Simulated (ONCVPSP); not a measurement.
**Cu (Z = 29), ONCV: configuration errors across variants**

copper, optimised norm-conserving Vanderbilt (ONCV), made with ONCVPSP 4.0.1 (PBE, scalar-relativistic). Core [Ne], reference 3s2 3p6 3d10 4s0.5 (charge +0.5). Waves: 3s+4s: rc 0.95 bohr, ncon 4, nbas 8, qcut 11.3 1/bohr, 2 projectors; 3p: rc 0.90 bohr, ncon 4, nbas 8, qcut 18.7 1/bohr, 2 projectors, debl 3.5 Ha; 3d: rc 0.80 bohr, ncon 5, nbas 9, qcut 10.8 1/bohr, 1 projector. Local part: polynomial inside 0.70 bohr (lpopt 5, dvloc0 4 Ha). Core correction: Teter function, fcfact 4.25, rcfact 1.45.

All-electron excitation energies from the reference (eV): (1) 3s2 3p6 3d10 4s0 4.986; (2) 3s2 3p6 3d9 4s0 26.319; (3) 3s2 3p6 3d9 4s1 8.416.

4 further variants failed, have other tests or too few solved ones, and are left out.

A true bound ghost makes a file unfit for plane-wave use even where its test errors are small: the radial tests pick states by their node count and pass the ghost by.

Errors AE − PS in meV (a dash: test not solved or not reliable):

```csv
change,(1),(2),(3),bound ghosts,GHOST(+) flags above zero
base,0.0,-2.0,+0.1,none,s
s: qcut 11.9; p: qcut 19.7; d: qcut 11.4,0.0,-1.8,+0.2,none,s
s: qcut 14.5; p: qcut 24; d: qcut 13.8,-0.1,-1.4,+0.4,p,none
```

Q: Give the same row for: s: qcut 10.3; p: qcut 17; d: qcut 9.8.

A: 0.0, -2.1, -0.1; bound ghosts: none; GHOST(+) flags above zero: none.
